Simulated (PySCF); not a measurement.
## Excitation energy of Nb⁺ by level of theory

Nb⁺ [Kr] 4d4 (5D) → Nb⁺ [Kr] 4d3 5p1 (high-spin determinant), as a difference of total energies. Calculation: PySCF 2.14, in x2c-TZVPPall with one added diffuse shell each of s, p, d, f type (9s7p7d3f1g, 95 functions); scalar relativity by spin-free X2C-1e. Correlated levels: valence: [Kr] frozen; valence and next inner shell: [Ar] 3d10 frozen. The calculations carry no spin-orbit coupling.

| method | excitation energy (eV) |
| --- | --- |
| UHF | 3.977 |
| LDA | 4.604 |
| PBE | 4.457 |
| PBE0 | 4.462 |
| B3LYP | 4.364 |
| PW91 | 4.462 |
| BLYP | 4.276 |
| MP2 (valence) | 4.258 |
| SCS-MP2 (valence) | 4.070 |
| MP2 (valence and next inner shell) | 4.515 |
| SCS-MP2 (valence and next inner shell) | 4.328 |

Question: How much does correlation contribute at MP2 (valence and next inner shell)?

Answer: 4.515 − (3.977) = 0.538 eV, measured against UHF.

A first-order spin-orbit estimate (lowest level to lowest level, LS coupling) adds -0.099 eV.

The determinant of the upper state mixes LS terms, which raises its energy above the lowest term, most at the Hartree-Fock and MP2 levels.
